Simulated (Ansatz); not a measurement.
One change: `[CH3][In]([F])[c]1ccccc1` becomes `CCCCc1ccccc1`.

Ansatz, PBE0-D4/def2-TZVP geometries, multiplicity 1. Each molecule was computed in one conformer, which needn't be the lowest.

Elements past krypton have def2 core potentials.

```csv
property,`[CH3][In]([F])[c]1ccccc1`
LUMO energy (ωB97M-V/def2-TZVPP) / eV,0.19
HOMO energy (PBE/def2-TZVPP) / eV,-6.49
HOMO energy (PBE0/def2-TZVPP) / eV,-7.46
size of the dipole moment (PBE/def2-TZVPP) / D,3.41
HOMO–LUMO gap (PBE0/def2-TZVPP) / eV,6.08
size of the dipole moment (B3LYP/def2-TZVPP) / D,3.57
```

Give the same properties after the change, and the shifts. (Best estimate.)

The calculation gave: 
```json
{"property": "LUMO energy (ωB97M-V/def2-TZVPP) / eV", "`CCCCc1ccccc1`": "1.88", "shift": "1.69"}
{"property": "HOMO energy (PBE/def2-TZVPP) / eV", "`CCCCc1ccccc1`": "-5.94", "shift": "0.55"}
{"property": "HOMO energy (PBE0/def2-TZVPP) / eV", "`CCCCc1ccccc1`": "-6.91", "shift": "0.55"}
{"property": "size of the dipole moment (PBE/def2-TZVPP) / D", "`CCCCc1ccccc1`": "0.53", "shift": "-2.88"}
{"property": "HOMO–LUMO gap (PBE0/def2-TZVPP) / eV", "`CCCCc1ccccc1`": "6.80", "shift": "0.72"}
{"property": "size of the dipole moment (B3LYP/def2-TZVPP) / D", "`CCCCc1ccccc1`": "0.50", "shift": "-3.07"}
```

With PBE0 the HOMO rises by 0.55 eV and the LUMO rises by 1.27 eV, so the gap widens by about 0.72 eV. PBE moves the HOMO by 0.55 eV and ωB97M-V by 0.55 eV. Dipoles are sizes alone; their direction can turn.

B3LYP here is the variant with VWN-RPA as its local correlation; programs differ in this.
